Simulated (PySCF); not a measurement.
C₃H₇FSi₂. Atoms are numbered in the order given.

```xyz
13

Si     0.3735    -2.4769     0.0000
F     -1.1803    -2.9605     0.0000
C      0.4325    -0.6512     0.0000
C      0.4903     0.5727     0.0000
Si     0.5288     2.4190     0.0000
C     -1.2274     3.0877     0.0000
H      1.0182    -3.0032     1.2280
H      1.0182    -3.0032    -1.2280
H      1.2739     2.8641     1.2116
H      1.2739     2.8641    -1.2116
H     -1.7735     2.7443     0.8922
H     -1.2190     4.1895     0.0000
H     -1.7735     2.7443    -0.8922
```
Charge 0, spin multiplicity 1.

Coordinates come from a B3LYP-D3(BJ)/def2-SVP optimisation. This is a generated structure with no PubChem entry under its InChIKey; it may be hypothetical.

Method: PBE/def2-TZVP in PySCF.

ESP charges are fitted to the potential on shells at 1.4 to 2.0 van der Waals radii. Atomic charges (e):

```json
[
 {"atom": "Si1", "Mulliken": "0.47", "ESP fit": "0.46"},
 {"atom": "F2", "Mulliken": "-0.29", "ESP fit": "-0.23"},
 {"atom": "C3", "Mulliken": "-0.13", "ESP fit": "-0.10"},
 {"atom": "C4", "Mulliken": "-0.14", "ESP fit": "-0.27"},
 {"atom": "Si5", "Mulliken": "0.23", "ESP fit": "0.62"},
 {"atom": "C6", "Mulliken": "-0.46", "ESP fit": "-0.60"},
 {"atom": "H7", "Mulliken": "-0.03", "ESP fit": "-0.06"},
 {"atom": "H8", "Mulliken": "-0.03", "ESP fit": "-0.06"},
 {"atom": "H9", "Mulliken": "-0.02", "ESP fit": "-0.12"},
 {"atom": "H10", "Mulliken": "-0.02", "ESP fit": "-0.12"},
 {"atom": "H11", "Mulliken": "0.14", "ESP fit": "0.17"},
 {"atom": "H12", "Mulliken": "0.14", "ESP fit": "0.15"},
 {"atom": "H13", "Mulliken": "0.14", "ESP fit": "0.17"}
]
```

Computed Mayer and Wiberg (Löwdin basis) orders of the bonds:
```
bond     Mayer  Wiberg
-------  -----  ------
Si1–F2    1.14    1.72
Si1–C3    1.04    1.21
C3–C4     2.48    2.80
C4–Si5    1.04    1.16
Si5–C6    1.02    1.24
Si1–H7    0.92    0.92
Si1–H8    0.92    0.92
Si5–H9    0.93    0.90
Si5–H10   0.93    0.90
C6–H11    0.94    0.90
C6–H12    0.94    0.90
C6–H13    0.94    0.90
```
